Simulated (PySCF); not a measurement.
Compound: AlAsFH3.
SMILES with atom numbers: `[F:1][AlH:2][AsH2:3]` (hydrogens: H4 on Al2; H5, H6 on As3)

Computed with PBE0-D3(BJ)/def2-SVP geometry optimisation, gas phase (PySCF 2.14.0).

Give the optimised bond lengths and angles.

```json
{"bond": "F1–Al2", "length (bohr)": "3.155"}
{"bond": "Al2–As3", "length (bohr)": "4.569"}
{"bond": "Al2–H4", "length (bohr)": "2.990"}
{"bond": "As3–H5, As3–H6", "length (bohr)": "2.885"}
```

Bonds in one row agree within 0.02 bohr and their mean is given. A selection of angles:
```json
{"angle": "F1–Al2–As3", "degrees": "117.4"}
{"angle": "F1–Al2–H4", "degrees": "116.5"}
{"angle": "As3–Al2–H4", "degrees": "126.0"}
{"angle": "Al2–As3–H5", "degrees": "89.8"}
{"angle": "H5–As3–H6", "degrees": "92.9"}
```

Al2 (aluminium bonded to As, F and H) is planar (angles 126.0°, 117.4° and 116.5°, sum 359.9°, 0.03 Å off the plane of its three neighbours). As3 (arsenic bonded to Al and 2 H) is pyramidal (angles 92.9°, 89.9° and 89.8°, sum 272.6°, 0.97 Å off the plane of its three neighbours).

Not checked by PBE0-D3(BJ)/def2-SVP frequencies. The numbers are those of one conformer (F1–Al2–As3–H -50° and -143°).
